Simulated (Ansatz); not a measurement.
Computed with Ansatz on PBE0-D4/def2-TZVP structures; ΔE is electronic, products minus reactants. CCSD(T)/CBS is the MP2 limit (def2-TZVPP, def2-QZVPP) plus CCSD(T) − MP2 in def2-TZVPP, frozen cores. DFT in def2-TZVPP. B3LYP here is the variant with VWN-RPA as its local correlation; programs differ in this. For Ge outer-core shells are correlated without core-valence functions, which leaves a few kJ/mol of doubt a bond. Scalar relativity is left out up to krypton. One conformer a species, not always the lowest.

Reaction (formal exchange of groups at a Ge–B bond): `[BH2][GeH2][O][SiH2]F` + `O=CCCl` → `F[SiH2][O][GeH2][Cl]` + `BCC=O`

```json
{"level": "ωB97X-V", "ΔE (kJ/mol)": "-177.8", "difference from CCSD(T)/CBS": "-3.5"}
{"level": "ωB97M-V", "ΔE (kJ/mol)": "-182.1", "difference from CCSD(T)/CBS": "-7.8"}
{"level": "B2PLYP", "ΔE (kJ/mol)": "-179.9", "difference from CCSD(T)/CBS": "-5.6"}
{"level": "r2SCAN", "ΔE (kJ/mol)": "-183.9", "difference from CCSD(T)/CBS": "-9.6"}
{"level": "B3LYP", "ΔE (kJ/mol)": "-176.7", "difference from CCSD(T)/CBS": "-2.4"}
{"level": "HF/def2-TZVPP", "ΔE (kJ/mol)": "-186.3", "difference from CCSD(T)/CBS": "-12.0"}
{"level": "MP2/def2-TZVPP", "ΔE (kJ/mol)": "-184.8", "difference from CCSD(T)/CBS": "-10.5"}
{"level": "SCS-MP2/def2-TZVPP", "ΔE (kJ/mol)": "-179.6", "difference from CCSD(T)/CBS": "-5.3"}
{"level": "HF/CBS(def2)", "ΔE (kJ/mol)": "-187.4", "difference from CCSD(T)/CBS": "-13.1"}
{"level": "MP2/CBS(def2)", "ΔE (kJ/mol)": "-183.5", "difference from CCSD(T)/CBS": "-9.2"}
{"level": "CCSD(T)/CBS", "ΔE (kJ/mol)": "-174.3", "difference from CCSD(T)/CBS": "0"}
```

Largest T1 diagnostic among the species: 0.014.

From PBE to PBE0 (25 % exact exchange), in def2-TZVPP and without D4, ΔE moves by −4.4 kJ/mol.
